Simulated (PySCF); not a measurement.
# Electric field gradients and quadrupole coupling constants

C₇H₁₁FO₂.
Z-matrix (Å and degrees, GFN2-xTB geometry), rows numbered from 1:
```
C 
C   1  1.5260
C   2  1.5158  1  111.15
O   3  1.3959  2  115.81  1    57.80
C   4  1.4128  3  114.78  2    72.56
C   3  1.4916  2  120.51  1  -151.07
C   6  1.5174  3   61.17  2   108.87
C   7  1.4572  3  120.19  6   107.00
O   8  1.1846  7  130.45  3   -47.42
F   8  1.3697  7  110.79  3   133.20
H   1  1.0877  2  110.32  3    66.02
H   1  1.0875  2  110.31  3   -53.56
H   1  1.0868  2  110.39  3  -174.02
H   2  1.0930  1  109.84  3   120.18
H   2  1.0895  1  110.11  3  -121.12
H   5  1.0947  4  111.35  3    51.14
H   5  1.0945  4  111.68  3   -71.12
H   5  1.0881  4  105.87  3   170.17
H   6  1.0792  3  118.80  7   106.09
H   6  1.0795  3  118.24  7  -106.17
H   7  1.0817  3  114.95  6  -109.04
```

Field gradients from the PBE0/pcSseg-1 density (PySCF, non-relativistic), principal values in atomic units, ordered |Vxx| ≤ |Vyy| ≤ |Vzz|:

```
atom      Vxx      Vyy      Vzz
  O4  -0.0281  -2.0134   2.0415
  O9   0.5199   0.9887  -1.5087
```

Problem. Find the asymmetry η = (Vxx − Vyy)/Vzz and the couplings χ = eQV/h (234.96 MHz × Q in barn × V in au), with Q(17O) = −0.0256 b.

Solution. 
| atom | environment | nucleus | η | χzz (MHz) | χxx (MHz) | χyy (MHz) |
| --- | --- | --- | --- | --- | --- | --- |
| O4 | ether oxygen | 17O | 0.97 | -12.28 | 0.17 | 12.11 |
| O9 | carbonyl oxygen | 17O | 0.31 | 9.07 | -3.13 | -5.95 |

At O4 η is above 0.9: Vyy and Vzz are nearly equal in size and opposite in sign, so a small change could swap them and flip the sign of χzz. The tensor is traceless: Vxx + Vyy + Vzz = 0.

Problem. What is Vzz at O4 in SI units (1 au = 9.71736 × 10²¹ V/m²)?

Solution. 2.0415 au = 19.838 × 10²¹ V/m².

Problem. What couplings would deuterons (Q(2H) = 0.00286 b) have in place of the hydrogens, at this geometry?

Solution. 
```json
{"atom": "H11", "bonded to": "C1", "bond length (Å)": "1.088", "Vzz (au)": "0.3139", "η": "0.04", "χzz (kHz)": "211"}
{"atom": "H12", "bonded to": "C1", "bond length (Å)": "1.087", "Vzz (au)": "0.3127", "η": "0.02", "χzz (kHz)": "210"}
{"atom": "H13", "bonded to": "C1", "bond length (Å)": "1.087", "Vzz (au)": "0.3173", "η": "0.02", "χzz (kHz)": "213"}
{"atom": "H14", "bonded to": "C2", "bond length (Å)": "1.093", "Vzz (au)": "0.3030", "η": "0.03", "χzz (kHz)": "204"}
{"atom": "H15", "bonded to": "C2", "bond length (Å)": "1.089", "Vzz (au)": "0.2966", "η": "0.03", "χzz (kHz)": "199"}
{"atom": "H16", "bonded to": "C5", "bond length (Å)": "1.095", "Vzz (au)": "0.2933", "η": "0.08", "χzz (kHz)": "197"}
{"atom": "H17", "bonded to": "C5", "bond length (Å)": "1.094", "Vzz (au)": "0.2937", "η": "0.08", "χzz (kHz)": "197"}
{"atom": "H18", "bonded to": "C5", "bond length (Å)": "1.088", "Vzz (au)": "0.3061", "η": "0.07", "χzz (kHz)": "206"}
{"atom": "H19", "bonded to": "C6", "bond length (Å)": "1.079", "Vzz (au)": "0.3307", "η": "0.05", "χzz (kHz)": "222"}
{"atom": "H20", "bonded to": "C6", "bond length (Å)": "1.080", "Vzz (au)": "0.3250", "η": "0.06", "χzz (kHz)": "218"}
{"atom": "H21", "bonded to": "C7", "bond length (Å)": "1.082", "Vzz (au)": "0.3186", "η": "0.10", "χzz (kHz)": "214"}
```

One conformer (not necessarily the lowest) at the GFN2-xTB geometry, without solvent, vibrations or thermal averaging. GFN2-xTB bond lengths can be off by several hundredths of an ångström, more for odd bonds, and the gradients follow them. These gradients aren't converged with respect to the basis.

The run behind these numbers computed NMR shieldings as well. On an Arm Neoverse V1 with one thread (shared host), this took 57 s of wall time (grids of density and orbitals included) and 0.98 GiB of memory at its peak.
